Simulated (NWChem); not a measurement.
Species: CH₅BBrN; SMILES CB(N)Br

```xyz
9

B      0.0613    -0.9328    -0.0008
Br    -0.0407     1.0176     0.0006
C     -1.2699    -1.7620    -0.0027
H     -1.8786    -1.5105     0.8808
H     -1.1019    -2.8502    -0.0085
H     -1.8823    -1.5016    -0.8810
N      1.3337    -1.4925     0.0002
H      1.4819    -2.4936    -0.0003
H      2.1818    -0.9413     0.0015
```
Atoms are numbered in this order, from 1.

Program: NWChem. Pople sets run with spherical d functions. STO-3G and 3-21G are far too small for this property and stand as cheap habits. Structure relaxed at the PBE0/def2-SVP level. B3LYP is NWChem's, with the RPA form of VWN correlation. Field at 589 nm.

Q: Order these by “isotropic polarisability (bohr³)”, lowest first: B3LYP/6-31G*; B3LYP/STO-3G; B3LYP/aug-cc-pVDZ.

A: B3LYP/STO-3G (21.9), B3LYP/6-31G* (45.4), B3LYP/aug-cc-pVDZ (60.6)
